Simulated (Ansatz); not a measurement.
benzoate, `O=C([O-])c1ccccc1`. The state is a triplet with charge -1. Geometry PBE-D4/def2-SVPD, that of the charge -1 singlet; atoms count from 1.

```xyz
14

O    -0.504    2.732   -1.564
C    -0.130    2.396   -0.404
O     0.187    3.130    0.575
C    -0.046    0.867   -0.146
C    -0.374   -0.054   -1.160
C    -0.301   -1.437   -0.931
C     0.104   -1.924    0.325
C     0.433   -1.013    1.344
C     0.358    0.368    1.107
H    -0.686    0.365   -2.129
H    -0.561   -2.145   -1.735
H     0.162   -3.008    0.508
H     0.752   -1.388    2.331
H     0.607    1.111    1.879
```

The highest occupied level of the charge -1 triplet lies above zero (up to 1.44 eV). By energy differences its removal costs 0.16 eV (vertical, to the charge 0 doublet, at PBE0-D4/def2-TZVPD); a positive level beside a positive removal energy at the same level points to self-interaction error. At PBE0-D4/def2-TZVPD a singlet of charge -1 lies 3.80 eV below the triplet at the same geometry.

**Question.** Estimate the Mulliken populations from the PBE0/def2-TZVPD orbitals of Ansatz.

**Answer.** 
```json
{"atom": "O1", "charge (e)": "-0.50", "spin (α − β)": "0.49"}
{"atom": "C2", "charge (e)": "0.34", "spin (α − β)": "0.07"}
{"atom": "O3", "charge (e)": "-0.51", "spin (α − β)": "0.49"}
{"atom": "C4", "charge (e)": "0.21", "spin (α − β)": "0.31"}
{"atom": "C5", "charge (e)": "-0.20", "spin (α − β)": "0.21"}
{"atom": "C6", "charge (e)": "-0.48", "spin (α − β)": "-0.04"}
{"atom": "C7", "charge (e)": "-0.49", "spin (α − β)": "0.34"}
{"atom": "C8", "charge (e)": "-0.48", "spin (α − β)": "-0.04"}
{"atom": "C9", "charge (e)": "-0.20", "spin (α − β)": "0.21"}
{"atom": "H10", "charge (e)": "0.30", "spin (α − β)": "0.00"}
{"atom": "H11", "charge (e)": "0.23", "spin (α − β)": "0.00"}
{"atom": "H12", "charge (e)": "0.24", "spin (α − β)": "-0.05"}
{"atom": "H13", "charge (e)": "0.23", "spin (α − β)": "0.00"}
{"atom": "H14", "charge (e)": "0.30", "spin (α − β)": "0.00"}
```
Mulliken values and Mayer orders depend strongly on the basis. With diffuse functions, as here, like atoms can get unlike values, and bond orders can come out too low or too high.

**Question.** Where does the spin sit?

**Answer.** Summed by element: O 0.98, C 1.06, H -0.05, of 2 unpaired in all. Largest on single atoms: O1 0.49, O3 0.49, C7 0.34.

**Question.** And the Mayer bond orders between bonded heavy atoms (over 0.3)?

**Answer.** O1–C2 1.24 (1.26 Å); C2–O3 1.24 (1.26 Å); C2–C4 0.99 (1.55 Å); C4–C5 1.30 (1.41 Å); C4–C9 1.30 (1.41 Å); C5–C6 1.30 (1.40 Å); C6–C7 1.40 (1.41 Å); C7–C8 1.40 (1.41 Å); C8–C9 1.30 (1.40 Å).
